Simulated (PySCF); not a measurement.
Ni²⁺: ionisation energy

Ni²⁺ [Ar] 3d8 (3F) → Ni³⁺ [Ar] 3d7 (4F), as a difference of total energies. All numbers are calculated (PySCF 2.14, the spin-free X2C one-electron Hamiltonian (Gaussian nucleus), in ANO-RCC-VTZP). Correlated levels: valence: [Ar] frozen. The calculations carry no spin-orbit coupling.

```csv
method,ionisation energy (eV)
UHF,32.612
MP2 (valence),34.880
SCS-MP2 (valence),34.813
CCSD (valence),34.576
CCSD(T) (valence),34.661
```

A first-order spin-orbit estimate (lowest level to lowest level, LS coupling) adds -0.013 eV.

Errors of the correlated levels include the incompleteness of this basis and the frozen core.

Question: Which method comes closest to the reference value, and which is furthest?

Answer: The reference is 35.187 ± 0.019 eV (measured; NIST Atomic Spectra Database, ionization energies). Closest: MP2 (valence) (error -0.320 eV); furthest: UHF (error -2.588 eV), both after the spin-orbit estimate.
